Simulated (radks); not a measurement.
Results of a calculation; reference values are marked as such.
Question: All-electron atom: Ce XX in [Kr] 4d3. Level of theory: scalar-relativistic Kohn-Sham, PBE, spin-polarised, spherical densities, finite nucleus; open shells are filled with parallel spins first (spin-orbit coupling, left out, can overturn this in heavy ions); Fermi nuclear charge, rms radius 4.8771 fm (a radial shooting solver on a logarithmic mesh with Libxc functionals). Some entries of the table are withheld. Estimate them.

orbital,occ.,eigenvalue (hartree),<r> (bohr)
1s up,1,-1497.786,0.02457
1s down,1,-1497.786,0.02457
2s up,1,-254.9320,0.1052
2s down,1,-254.8622,0.1052
2p up,3,-230.2310,0.09232
2p down,3,-230.1766,0.09230
3s up,1,-68.31075,0.2772
3s down,1,-68.27676,0.2771
3p up,3,-60.45396,0.2749
3p down,3,-60.41536,0.2748
3d up,5,-49.39321,0.2511
3d down,5,-49.33370,0.2510
4s up,1,-26.06878,(1)
4s down,1,-25.85289,(2)
4p up,3,-23.32252,(3)
4p down,3,-23.10819,(4)
4d up,3,-19.36975,0.6472
4d down,0,-19.15975,0.6482

Answer: 
(1) 4s up <r> (bohr): 0.6015
(2) 4s down <r> (bohr): 0.6016
(3) 4p up <r> (bohr): 0.6237
(4) 4p down <r> (bohr): 0.6242
